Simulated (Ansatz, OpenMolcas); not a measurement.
How basis sets differ on AlNH4O2 (SMILES [NH2][Al]([OH])[OH])

The species is AlNH4O2 (8 atoms), meant as a singlet with charge 0. SMILES: `[NH2][Al]([OH])[OH]`. The shape is that of a PBE0-D4/def2-TZVP optimisation. This is one conformer, not always the lowest.

Quantity: the HOMO–LUMO gap, in eV. The values are calculated.

```tsv
level	kind	program	value (eV)
HF/STO-3G	Hartree–Fock	Ansatz	18.89
HF/3-21G	Hartree–Fock	OpenMolcas	14.19
HF/def2-SVP	Hartree–Fock	Ansatz	13.70
HF/6-311+G**	Hartree–Fock	OpenMolcas	12.13
```

The values span 12.13 to 18.89 eV. A Hartree–Fock LUMO above zero doesn't converge with the basis: it sinks as sets grow more diffuse. Orbital gaps aren't excitation energies.
